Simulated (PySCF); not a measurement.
Compound: CH2BNO2.
Atom-mapped SMILES: `[N:1]#[C:2][B:3]([OH:4])[OH:5]` (hydrogens: H6 on O4; H7 on O5)

The calculation used MP2 and CCSD/aug-cc-pVDZ in PySCF, restricted Hartree–Fock reference, frozen core, non-relativistic, gas phase, PBE0-D3(BJ)/def2-SVP geometry.

E(HF) = -268.04754 Eh.

(1) How large is the problem?

(2) What are the MP2 and CCSD correlation energies?

(3) What is the T1 diagnostic?

(4) How does correlation change the dipole moment?

## Answers

(1) 133 basis functions and 36 electrons; 5 orbitals frozen, which leaves o = 13 correlated occupied and v = 115 virtual orbitals. That is o·v = 1495 singles and o·v(o·v + 1)/2 = 1118260 distinct closed-shell doubles amplitudes before symmetry; the costliest CCSD step grows as o²v⁴ = 3.0 × 10^10.

(2) MP2 -0.7619 Eh and CCSD -0.7759 Eh, which gives totals of -268.80945 and -268.82347 Eh. That is 0.812 eV for each correlated electron at CCSD (2037 kJ/mol in all, 0.289 % of the total energy); MP2 gives 98.2 % of the CCSD value.

(3) 0.0151, below the customary warning level of 0.02. It is the norm of the spatial-orbital singles amplitudes over the root of the number of correlated electrons, so the norm is 0.077.

(4) HF gives 6.35 D and CCSD (unrelaxed density) 6.02 D, a change of -0.33 D.

Connected triples and the basis-set limit are missing.

The job also held the EOM ionisation roots. On an Arm Neoverse V1 with one thread, no GPU (shared host), this took 3.5 min wall.

The values belong to the conformer `[N:1]#[C:2][B:3]([OH:4])[OH:5]`: H–O4–B3–C2 180°, H–O5–B3–C2 180°.
